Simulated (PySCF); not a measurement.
C5H6BrCl3O.
InChI=1S/C5H6BrCl3O/c1-3(6)4(2-10)5(7,8)9/h2-4H,1H3/t3-,4-/m1/s1

Level of theory: TDDFT PBE0/def2-SVPD, vertical, gas phase, core orbitals frozen in the response in PySCF. One conformer (not necessarily the lowest) at the PBE0-D3(BJ)/def2-SVP geometry, without solvent, vibrations or thermal averaging. The PBE0/def2-SVPD calculation is non-relativistic and has no spin–orbit coupling, an omission that weighs most on bromine. Torsions of this conformer, `[CH3:1][C@@H:2]([Br:3])[C@@H:4]([CH:5]=[O:6])[C:7]([Cl:8])([Cl:9])[Cl:10]`: C1–C2–C4–C5 -51°, C2–C4–C5–O6 130°, C2–C4–C7–Cl8 -70°.

Computed states:

```csv
state,E (eV),f
S1,4.17,0.0004
S2,5.46,0.0002
S3,5.87,0.0026
S4,5.93,0.0010
S5,6.03,0.0013
S6,6.08,0.0021
S7,6.22,0.0028
S8,6.24,0.0021
S9,6.42,0.0008
S10,6.46,0.013
```

Broadening: Gaussians 0.25 eV wide at half height, area fixed by f = 4.319×10⁻⁹ ∫ε dν̃. The width is an assumption, not a result. The curve ends short of the highest state used, and states not computed would add to its high-energy end.

Question: Give the broadened spectrum and its maxima.

Answer: 
```tsv
E (eV)	ε (L mol⁻¹ cm⁻¹)
3.79	0
3.88	1
3.97	7
4.06	25
4.15	41
4.24	32
4.33	12
4.42	2
4.51	0
4.60	0
4.69	0
4.78	0
4.87	0
4.96	0
5.05	0
5.14	0
5.23	2
5.32	7
5.41	15
5.50	17
5.59	18
5.68	69
5.77	231
5.86	439
```

Maxima: 298 nm (4.17 eV), ε about 41, made up of S1 (100%); 227 nm (5.47 eV), ε about 17, made up of S2 (99%) (ε in L mol⁻¹ cm⁻¹; maxima over ε = 5, shares over 10%). At its high-energy end, 5.86 eV, the curve is still rising (ε about 440, from S3 and S4).

Question: What would ε be at 4.17 eV, the highest of these maxima, with half the width (0.125 eV)?

Answer: About 81.7 L mol⁻¹ cm⁻¹ against 41, a factor of about 1.99; a lone state at its own centre would give exactly 2.

Question: Coming from long wavelengths, where does ε first pass 100 L mol⁻¹ cm⁻¹?

Answer: At about 217 nm (5.71 eV), 1.54 eV above S1.

Question: On this curve, what absorbance would a 10⁻³ mol/L sample give at 308 nm over a 1 cm path?

Answer: 308 nm is 4.025 eV, where ε is about 17 L mol⁻¹ cm⁻¹, so A = ε c l ≈ 0.017 (Beer–Lambert, with the gas-phase spectrum and the assumed width).

All these states lie below the vertical ionisation energy of 9.66 eV (ΔSCF).

The run took 9.0 min on one thread, AMD EPYC 9R45 (x86_64), no GPU, shared host with 96 logical CPUs at a one-minute load of 54, and the process peaked at 1.4 GiB of memory.
